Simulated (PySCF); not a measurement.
**Working with the constants of ZnC⁺**

ROHF-CCSD(T) constants of ZnC⁺, ²Π (doublet), unpaired electrons π ↑ (PySCF, no relativity, basis sets Zn pcseg-1, C pcseg-1; masses 63.9291 and 12.0000 u):

- ωe: 420.5 cm⁻¹
- ωexe: 3.48 cm⁻¹
- Be: 0.36891 cm⁻¹
- αe: 0.00426 cm⁻¹
- De to Zn⁺ + C: 1.49 eV

Problem. What force constant and bond length do these constants imply?

Solution. Reduced mass μred = 10.103 u; k = 5.8918×10⁻⁷·μred·ωe² (u, cm⁻¹, mdyn/Å) = 1.05 mdyn/Å; Re = √(16.8576/(μred·Be)) (u, cm⁻¹, Å) = 2.127 Å.

Problem. Estimate the centrifugal constant D from the Kratzer relation and find the Dunham coefficient a1.

Solution. D = 4Be³/ωe² = 1.14e-06 cm⁻¹; a1 = −1 − αeωe/(6Be²) = -3.19.

Correlated steps freeze 6 core orbitals. Correlated levels converge slowly with the basis: in double zeta they bind strong bonds too weakly, by up to about 1 eV, and carry superposition errors of some tenths. For an ion De counts to the pair picked by the measured ionisation energies or electron affinities, which need not be the lowest pair at this level. The state is the lowest determinant that a PBE0 search found; another state may lie lower at other levels.
